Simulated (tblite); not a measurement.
Compound: CH12OSi4.
SMILES with atom numbers: `[CH3:1][Si@@H:2]([SiH3:3])[SiH2:4][O:5][SiH3:6]` (hydrogens: H7, H8, H9 on C1; H10 on Si2; H11, H12, H13 on Si3; H14, H15 on Si4; H16, H17, H18 on Si6)

Computed with GFN2-xTB (tblite), gas phase: L-BFGS steps from a force-field or distance-geometry start until the largest atomic force falls under 0.01 eV/Å.

The end geometry, which sets the zero of energy:
```
atom  x, y, z in Å
C1     -2.3668    1.6179   -0.4970
Si2    -0.9221    0.5937    0.2229
Si3    -1.4476   -1.6745    0.1016
Si4     1.0347    1.2406   -0.8306
O5      2.1951    0.2247   -0.3059
Si6     2.9613   -1.0967    0.2080
H7     -3.2986    1.3899    0.0113
H8     -2.1925    2.6853   -0.3927
H9     -2.5136    1.4146   -1.5544
H10    -0.8842    0.9867    1.6556
H11    -1.9058   -2.0674   -1.2383
H12    -2.5120   -2.1193    1.0107
H13    -0.2842   -2.5174    0.3985
H14     1.0329    1.0881   -2.2936
H15     1.6042    2.5611   -0.5322
H16     2.3789   -1.4572    1.5012
H17     4.3657   -0.7136    0.3185
H18     2.7461   -2.1500   -0.7828
```

Task: These geometries come from the run, each turned onto the end geometry. Order them by energy, lowest first.
A.
```
atom  x, y, z in Å
C1     -2.0269    1.7665   -0.4729
Si2    -1.2009    0.3180    0.4498
Si3    -2.2262   -1.6616   -0.1353
Si4     0.8836    0.2310   -0.3940
O5      1.9731   -0.5107    0.5619
Si6     3.5379   -0.4682    0.1609
H7     -3.1072    1.7058   -0.4618
H8     -1.7520    2.7254   -0.0515
H9     -1.7168    1.7645   -1.5130
H10    -1.2419    0.5499    1.8957
H11    -2.7231   -1.6153   -1.5080
H12    -3.3193   -1.9518    0.7807
H13    -1.1872   -2.6917   -0.0313
H14     0.8887   -0.5029   -1.6612
H15     1.4172    1.5676   -0.6290
H16     4.3824   -0.3504    1.3064
H17     3.6220    0.7366   -0.6260
H18     3.7881   -1.6061   -0.6707
```
B.
```
atom  x, y, z in Å
C1     -2.1623    1.6909   -0.3285
Si2    -1.0526    0.2548    0.2805
Si3    -2.2503   -1.6827   -0.1874
Si4     0.9598    0.6150   -0.7884
O5      2.1504   -0.0203    0.1235
Si6     3.6560   -0.5734    0.3407
H7     -3.2032    1.5667   -0.0392
H8     -1.8235    2.6510    0.0525
H9     -2.1221    1.7355   -1.4161
H10    -0.9747    0.3984    1.7503
H11    -2.8777   -1.7041   -1.5186
H12    -3.3749   -1.8726    0.7389
H13    -1.4702   -2.9242   -0.1039
H14     1.0588   -0.0101   -2.1141
H15     1.3221    2.0251   -0.9757
H16     3.7603   -0.7014    1.7922
H17     4.6052    0.3896   -0.2088
H18     3.7905   -1.8316   -0.3972
```
C.
```
atom  x, y, z in Å
C1     -2.2603    1.6825   -0.2179
Si2    -0.8953    0.3970    0.1548
Si3    -1.7784   -1.7298   -0.1969
Si4     0.9939    0.9345   -1.0695
O5      2.1401   -0.1221   -0.5910
Si6     3.1820   -0.8065    0.4317
H7     -3.0822    1.5973    0.4861
H8     -1.8869    2.7009   -0.1601
H9     -2.6699    1.5409   -1.2142
H10    -0.6266    0.5605    1.6079
H11    -2.2923   -1.8698   -1.5665
H12    -2.9090   -2.0773    0.6735
H13    -0.7877   -2.7958   -0.0179
H14     0.9256    0.6865   -2.5144
H15     1.5748    2.2739   -0.8928
H16     2.5662   -0.8233    1.7591
H17     4.3968    0.0061    0.4259
H18     3.4006   -2.1490   -0.0970
```
D.
```
atom  x, y, z in Å
C1     -2.0831    1.7343   -0.4140
Si2    -1.1661    0.2673    0.4027
Si3    -2.3060   -1.6915   -0.1128
Si4     0.9044    0.4851   -0.5928
O5      2.1431   -0.1469    0.2591
Si6     3.7221   -0.5253    0.2311
H7     -3.1610    1.7049   -0.2944
H8     -1.7251    2.6594    0.0245
H9     -1.8851    1.8050   -1.4801
H10    -1.2866    0.4951    1.8608
H11    -2.8303   -1.6180   -1.4717
H12    -3.4565   -2.0489    0.7144
H13    -1.4341   -2.8608   -0.0580
H14     0.8512   -0.2380   -1.8763
H15     1.3154    1.8611   -0.9057
H16     4.0887   -0.6370    1.6402
H17     4.4638    0.5503   -0.4352
H18     3.8367   -1.7898   -0.4910
```
E.
```
atom  x, y, z in Å
C1     -2.3188    1.6722   -0.3082
Si2    -0.8847    0.5074    0.1788
Si3    -1.5755   -1.7037   -0.0702
Si4     1.0053    1.0720   -1.0302
O5      2.1231   -0.0411   -0.6157
Si6     3.0319   -0.9569    0.3514
H7     -3.2426    1.3831    0.1822
H8     -2.1134    2.7005   -0.0265
H9     -2.5005    1.6553   -1.3788
H10    -0.6766    0.7832    1.6251
H11    -2.0587   -1.9769   -1.4321
H12    -2.6723   -2.1145    0.8163
H13    -0.4834   -2.6499    0.1783
H14     0.9085    0.8986   -2.4859
H15     1.6427    2.3754   -0.7929
H16     2.3632   -1.0467    1.6514
H17     4.3315   -0.2986    0.4725
H18     3.1118   -2.2529   -0.3148
```

Result: E (0.010 eV), C (0.021 eV), B (0.083 eV), D (0.162 eV), A (0.623 eV).

In the order of the answer:

```csv
step,E above end (eV),largest force (eV/Å),rms force component (eV/Å),rms distance from end (Å),rms bond change (Å),bond most changed (Å)
176,0.010,0.03,0.009,0.326,0.001,Si6–H18 -0.003
121,0.021,0.04,0.009,0.537,0.001,Si4–H14 -0.003
44,0.083,0.18,0.048,0.897,0.004,Si2–Si4 -0.008
29,0.162,0.19,0.062,1.009,0.006,O5–Si6 +0.012
4,0.623,0.66,0.196,1.131,0.022,Si2–Si4 -0.064
```

The cost below is that of the whole relaxation. Time: 2.1 s of wall time. Hardware: one thread, Arm Neoverse V1 (aarch64) (shared host).
